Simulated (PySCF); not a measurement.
A structure optimised at r2SCAN-D4/def2-SVP, used in a PySCF frequency run:

```xyz
5

Ge     0.6860     0.5462     0.0000
Cl    -0.8584     2.0502     0.0000
Br    -0.2953    -1.5348     0.0000
H      1.4880     0.6945     1.2925
H      1.4880     0.6945    -1.2925
```

Write its SMILES, formula and point group.

[Cl][GeH2][Br], BrClGeH2, Cs

What are its rotational constants (standard atomic weights)?

6.7326, 1.3927, 1.1720 GHz
